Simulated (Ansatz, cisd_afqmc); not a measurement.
System: SeO, charge 0, triplet. SeO (SMILES O=[Se], triplet).
B3LYP-D3(BJ)/def2-TZVP minimum from Ansatz (an electronic-structure program):
```xyz
2

O      0.0000     0.0000    -1.3342
Se     0.0000     0.0000     0.3139
```
Charge 0, spin multiplicity 3.

Atomisation energy term by term, kcal/mol (programs: Ansatz, cisd_afqmc). Open shells are spin-unrestricted; no spin-orbit coupling. Correlated methods leave the cores frozen (noble-gas shells, and filled d and f shells in the p block). No relativity. AFQMC/CISD: phaseless, guided by CISD from CCSD amplitudes; bars are statistical, one sigma. Outlying blocks are dropped, and bars are widened where a walk drifts. Over all cases where full CI ran beside it in this data, AFQMC minus full CI had a median of +0.1 mEh and passed +0.4 mEh in a tenth of the cases. CBS(X,Y): correlation extrapolated as X^-3, Hartree-Fock from the larger set (Q,5: extrapolated as (X+1)exp(-9√X)). A bracket is a step between two methods taken in the basis named. The UHF reference of OSe (O=[Se], triplet) is spin-contaminated (<S^2> up to 0.07 over the pure value in the sets run). The determinant of OSe (O=[Se], triplet) is a saddle point of the SCF energy; a lower one exists, which strains HF and MP2.

```tsv
term	basis	kcal/mol
Hartree-Fock	CBS(cc-pVQZ,cc-pV5Z)	30.53
CCSD correlation	CBS(cc-pVQZ,cc-pV5Z)	66.41
(T)	CBS(cc-pVQZ,cc-pV5Z)	8.72
CCSDT(Q) - CCSD(T)	cc-pVQZ	0.92
CCSDTQ - CCSDT(Q)	cc-pVDZ	-0.17
sum: De		106.4
```

The step beyond CCSD(T) by other levels: CCSDTQ in cc-pVDZ 1.08; AFQMC/CISD in cc-pVDZ -0.11 ± 0.26; CCSDT(Q) in cc-pVDZ 1.25; CCSDT(Q) in cc-pVTZ 0.94 kcal/mol.
